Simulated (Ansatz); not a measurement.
The cluster Mg₇O₈. The state is a singlet with charge 0. Geometry r2SCAN-D4/def2-SVP.

```
atom   x (Å)   y (Å)   z (Å)
 Mg1  -1.019   1.009   3.737
 Mg2   0.529  -0.963   5.094
 Mg3  -1.053   1.503  -3.557
 Mg4   0.480  -0.266  -5.182
 Mg5  -0.667   0.811   0.058
 Mg6   0.582  -0.588  -1.941
 Mg7   0.601  -0.844   1.839
  O8  -0.733   1.006  -1.814
  O9  -0.034  -1.190  -0.080
 O10  -0.633   0.431   5.431
 O11  -0.683   1.160  -5.317
 O12  -0.714   0.752   1.940
 O13   1.099  -1.554   3.474
 O14   1.179  -0.194  -0.019
 O15   1.065  -1.071  -3.663
```

B3LYP takes the VWN-RPA correlation. The structure holds one bond between oxygen atoms, so isomers without such links may lie far lower. The restricted singlet is unstable towards broken spin symmetry in Hartree–Fock (as tested in another run); at HF/STO-3G, LDA (SPW92)/def2-TZVP, B3LYP-D4/6-31G, PBE0-D4/def2-SVP and others this wasn't settled. The structure comes from a short search, and lower isomers may exist.

Estimate the orbital energies around the gap (eV) in Ansatz with HF/STO-3G, LDA (SPW92)/def2-TZVP, B3LYP-D4/6-31G, PBE0-D4/def2-SVP, PBE0-D4/def2-TZVP.


```
orbital  HF/STO-3G  LDA (SPW92)/def2-TZVP  B3LYP-D4/6-31G  PBE0-D4/def2-SVP  PBE0-D4/def2-TZVP
 HOMO−9      -4.50                  -6.19           -7.12             -7.55              -7.45
 HOMO−8      -4.45                  -6.09           -6.83             -7.23              -7.19
 HOMO−7      -4.23                  -6.04           -6.79             -7.19              -7.15
 HOMO−6      -4.22                  -5.81           -6.78             -7.19              -7.07
 HOMO−5      -3.67                  -5.74           -6.44             -6.83              -6.81
 HOMO−4      -3.57                  -5.65           -6.43             -6.82              -6.79
 HOMO−3      -2.99                  -5.23           -5.86             -6.29              -6.27
 HOMO−2      -2.89                  -5.23           -5.85             -6.28              -6.27
 HOMO−1      -2.60                  -5.20           -5.83             -6.26              -6.24
   HOMO      -2.58                  -5.19           -5.83             -6.25              -6.24
   LUMO       9.54                  -2.76           -2.23             -1.85              -1.83
 LUMO+1       9.90                  -2.58           -2.09             -1.70              -1.66
 LUMO+2      11.33                  -2.13           -1.35             -1.05              -1.03
 LUMO+3      11.67                  -1.90           -1.24             -0.92              -0.90
 LUMO+4      12.94                  -1.78           -0.81             -0.31              -0.24
 LUMO+5      14.37                  -1.04           -0.41             -0.06              -0.07
```
